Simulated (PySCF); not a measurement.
**How methods differ on the excitation energy of P⁺**

P⁺ [Ne] 3s2 3p2 (3P) → P⁺ [Ne] 3s1 3p3 (5S), as a difference of total energies. Calculation: PySCF 2.14, in dyall-av2z; no relativity, point nucleus. Correlated levels: valence: [Ne] frozen; virtual orbitals above 40 to 60 times the deepest correlated orbital energy dropped. The calculations carry no spin-orbit coupling.

```tsv
method	excitation energy (eV)
UHF	3.928
MP2 (valence)	4.831
SCS-MP2 (valence)	5.249
CCSD (valence)	5.208
CCSD(T) (valence)	5.236
CCSDT (valence)	5.245
```

Q: How much does correlation contribute at CCSD(T) (valence)?

A: 5.236 − (3.928) = 1.308 eV, measured against UHF.

Errors of the correlated levels include the incompleteness of this basis and the frozen core.

For comparison: 5.627 eV (measured; NIST levels, between the centres of gravity of the two terms).
